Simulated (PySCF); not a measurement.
Cartesian coordinates (Å):
```xyz
21

Zr    -0.2976     0.0899     0.6308
O     -0.3335     2.0329     0.7139
C     -0.3685     3.4213     0.7653
H     -0.3402     3.7906     1.8172
H     -1.2963     3.8234     0.2946
H      0.5002     3.8704     0.2294
O      1.0834    -0.4800    -0.6149
C      2.0634    -0.8832    -1.5141
H      2.7000    -1.6929    -1.0865
H      2.7370    -0.0376    -1.7884
H      1.6149    -1.2733    -2.4578
O      0.0859    -0.6280     2.3975
C      0.3780    -1.1324     3.6591
H      0.5227    -0.3134     4.4017
H      1.3112    -1.7425     3.6478
H     -0.4436    -1.7849     4.0366
O     -2.0265    -0.5653     0.0269
C     -3.2629    -1.0440    -0.3902
H     -3.7647    -1.6314     0.4140
H     -3.1630    -1.7106    -1.2785
H     -3.9477    -0.2105    -0.6727
```
Charge 0, multiplicity 1.

Q: What dipole moment, charge on the central atom (Mulliken), LUMO, total energy and HOMO–LUMO gap does TPSSh-D3(BJ)/def2-TZVP // PBE-D3(BJ)/def2-SVP (PySCF) give?

A: 
```yaml
dipole_moment: 0.01 D
charge on the central atom (Mulliken): 1.77 e
LUMO: -0.08 eV
total_energy: -508.0359 Ha
HOMO–LUMO gap: 6.63 eV
```
